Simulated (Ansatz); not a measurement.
SnEtF3 (C2H5F3Sn), relaxed as a singlet with RKS r2SCAN-D4/def2-SVP in Ansatz, starting from the GFN2-xTB geometry. Force threshold 0.02 eV/Å.

In the def2 sets Sn takes a core potential; there is no spin–orbit coupling.

Start:

```xyz
11

Sn   -0.1902   -1.5603   -0.2925
C     0.8040    0.4451    0.2487
C    -0.2080    1.5383    0.2003
H     1.5849    0.5116   -0.5031
H     1.2000    0.2324    1.2373
H     0.2968    2.4743    0.4545
H    -0.6384    1.6503   -0.7935
H    -1.0085    1.3831    0.9214
F    -1.1968   -1.3946   -2.0452
F    -1.6151   -2.0648    1.0582
F     0.9713   -3.2154   -0.4859
```

| step | energy (eV) | largest force component (eV/Å) | SCF passes |
| --- | --- | --- | --- |
| 1 | -16128.8340 | 1.779 | 18 |
| 2 | -16129.2748 | 0.526 | 20 |
| 3 | -16129.2974 | 0.163 | 21 |
| 4 | -16129.2994 | 0.047 | 22 |
| 5 | -16129.2995 | 0.011 | 22 |

Force components are those of the run's own axes.

End:

```xyz
11

Sn   -0.192   -1.496   -0.279
C     0.775    0.350    0.230
C    -0.216    1.507    0.192
H     1.596    0.462   -0.495
H     1.216    0.191    1.226
H     0.297    2.450    0.442
H    -0.668    1.629   -0.804
H    -1.032    1.373    0.919
F    -1.147   -1.381   -1.951
F    -1.546   -2.023    0.989
F     0.916   -3.062   -0.468
```

By distances, no bond broke or formed. The bond that changes most is Sn1–C2, from 2.30 to 2.14 Å (atoms count from 1).

No frequencies were taken in this run, so the end may be a saddle point.

Run time 12 s (2 threads of AMD EPYC 7R13 on a shared host).
